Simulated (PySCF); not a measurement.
## Interval between two levels of Cd⁺ by level of theory

Cd⁺ [Kr] 4d10 5s1 [2S1/2, M_J = 1/2] → Cd⁺ [Kr] 4d9 5s1 5p1 [4F9/2, M_J = 9/2], as a difference of total energies. Computed with PySCF 2.14 in x2c-TZVPall-2c (8s9p7d1f, 77 functions), with the two-component X2C-1e Hamiltonian. Correlated levels: [Ar] 3d10 frozen; the 6 highest virtual spinors dropped. "Screened" scales the spin-orbit matrix elements by Boettger's factors to mimic the two-electron term; Breit and QED terms are absent.

| method | interval between two levels (cm⁻¹) |
| --- | --- |
| GHF (spin-free) | 101790 |
| GMP2 (spin-free) | 109590 |
| GHF (screened spin-orbit) | 100430 |
| GMP2 (screened spin-orbit) | 108190 |

The labels give the starting determinants; with spin-orbit coupling the two ends relaxed to ⟨J²⟩ = 0.75, ⟨L²⟩ = 0.02, ⟨S²⟩ = 0.77 and ⟨J²⟩ = 24.77, ⟨L²⟩ = 12.03, ⟨S²⟩ = 3.77.
